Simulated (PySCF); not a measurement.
GeF₃Br, SMILES [F][Ge]([F])([F])[Br]. Heavy atoms are numbered as in [F:1][Ge:2]([F:3])([F:4])[Br:5].

Geometry optimised at PBE0-D3(BJ)/def2-SVP.

Calculation: PBE/pcSseg-1 (PySCF).

GIAO shieldings, no solvent; atoms alike by connectivity are averaged. δ = σ(ref) − σ: ¹⁹F against CFCl3 (σ = 133.6 ppm); ⁷³Ge against GeH4 (σ = 1614.4 ppm), references at their B3LYP-D3(BJ)/def2-TZVP geometries, non-relativistic (without spin–orbit terms, shifts of atoms bonded to Cl or Br come out too high).

Computed chemical shifts:
```
nucleus  atoms  count  δ (ppm)
-------  -----  -----  -------
¹⁹F         F1      3   -125.3
⁷³Ge       Ge2      1    325.1
```
